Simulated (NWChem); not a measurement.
Molecule: CdNH2F; SMILES [NH2][Cd][F]

```xyz
5

Cd    -0.0022    -0.0207     0.0144
F      0.0052    -1.9498    -0.0183
N      0.0052     1.9764     0.0497
H     -0.8017     2.3582    -0.4439
H      0.8251     2.3493    -0.4296
```
Atoms are numbered in this order, from 1.

Geometry: optimised at PBE0/def2-SVP. def2 effective core potentials on Cd; no spin-orbit coupling.

Question: List the 4 lowest vertical singlet excitations and the 4 lowest triplet ones from PBE/def2-SVP with def2 effective core potentials on Cd, TDA (NWChem).

Answer: 
```json
[
 {"state": "S1", "energy (eV)": "4.12", "oscillator strength": "0.031", "leading excitation (squared amplitude)": "HOMO → LUMO (0.93)"},
 {"state": "S2", "energy (eV)": "4.95", "oscillator strength": "0.012", "leading excitation (squared amplitude)": "HOMO → LUMO+1 (1.00)"},
 {"state": "S3", "energy (eV)": "5.45", "oscillator strength": "0.016", "leading excitation (squared amplitude)": "HOMO−1 → LUMO (0.99)"},
 {"state": "S4", "energy (eV)": "5.46", "oscillator strength": "0.006", "leading excitation (squared amplitude)": "HOMO−2 → LUMO (0.86)"},
 {"state": "T1", "energy (eV)": "3.42", "oscillator strength": "spin-forbidden", "leading excitation (squared amplitude)": "HOMO → LUMO (0.99)"},
 {"state": "T2", "energy (eV)": "4.84", "oscillator strength": "spin-forbidden", "leading excitation (squared amplitude)": "HOMO → LUMO+1 (1.00)"},
 {"state": "T3", "energy (eV)": "4.95", "oscillator strength": "spin-forbidden", "leading excitation (squared amplitude)": "HOMO → LUMO+2 (0.95)"},
 {"state": "T4", "energy (eV)": "5.08", "oscillator strength": "spin-forbidden", "leading excitation (squared amplitude)": "HOMO−1 → LUMO (0.99)"}
]
```
